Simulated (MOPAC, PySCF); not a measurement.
Cl₃Ga, SMILES `[Cl][Ga]([Cl])[Cl]`, neutral singlet in the gas phase. 

Z-matrix (Å, degrees):
```
Ga
Cl 1 2.1120
Cl 1 2.1121 2 120.00
Cl 1 2.1121 2 120.00 3 -180.00
```
Charge 0, multiplicity 1.

All levels are single points at this geometry (PBE0-D3(BJ)/def2-TZVP); Pople sets use spherical d functions. Orbital energies aren't observables, and empty levels follow the basis.

SVWN5/6-31G* in PySCF gives HOMO (eV) = -8.11.

Task: Estimate the HOMO (eV) from each of these levels: PBE0-D3(BJ)/def2-TZVP in PySCF; ωB97X-D3(BJ)/def2-TZVP in PySCF; M06-2X/6-31G* in PySCF; HF/6-31G* in PySCF; PM3 in MOPAC.

Result: 
```tsv
level	HOMO (eV)
PBE0-D3(BJ)/def2-TZVP in PySCF	-9.46
ωB97X-D3(BJ)/def2-TZVP in PySCF	-11.97
M06-2X/6-31G* in PySCF	-10.78
HF/6-31G* in PySCF	-12.82
PM3 in MOPAC	-11.45
```
